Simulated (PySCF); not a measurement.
# Working out the ionisation energy of Fe(11+)

Fe(11+) [Ne] 3s2 3p3 (4S) → Fe(12+) [Ne] 3s2 3p2 (3P). All numbers are calculated (PySCF 2.14, the spin-free X2C one-electron Hamiltonian (Gaussian nucleus), in an uncontracted even-tempered set (19 s from 0.69 bohr⁻², ratio 2.5; 12 p from 0.9 bohr⁻², ratio 2.5; 5 d from 5 bohr⁻², ratio 2.7; 4 f from 7.5 bohr⁻², ratio 2.7)). Frozen: 1s2; the 22 highest virtual orbitals dropped. Energies in hartree (1 hartree = 27.21139 eV):

| part | Fe(11+) (lower) | Fe(12+) (upper) |
| --- | --- | --- |
| UHF | -1222.397557 | -1210.340890 |
| CCSD correlation | -0.475145 | -0.459745 |
| (T) | -0.002624 | -0.002670 |

Problem. What does Hartree-Fock give?

Solution. (-1210.340890) − (-1222.397557) = 12.056667 hartree = 328.079 eV.

Problem. What do CCSD and CCSD(T) give?

Solution. The CCSD correlation energies differ by 0.015400 hartree = 0.419 eV and the triples by -0.000046 hartree = -0.001 eV, so CCSD gives 328.498 eV and CCSD(T) 328.497 eV.

A first-order spin-orbit estimate adds -1.433 eV to CCSD(T) (outer shells), giving 327.064 eV against 330.8 ± 0.6 eV (semi-empirical (NIST evaluation); NIST Atomic Spectra Database, ionization energies).

What remains against the reference includes basis incompleteness, the frozen core and higher excitations.
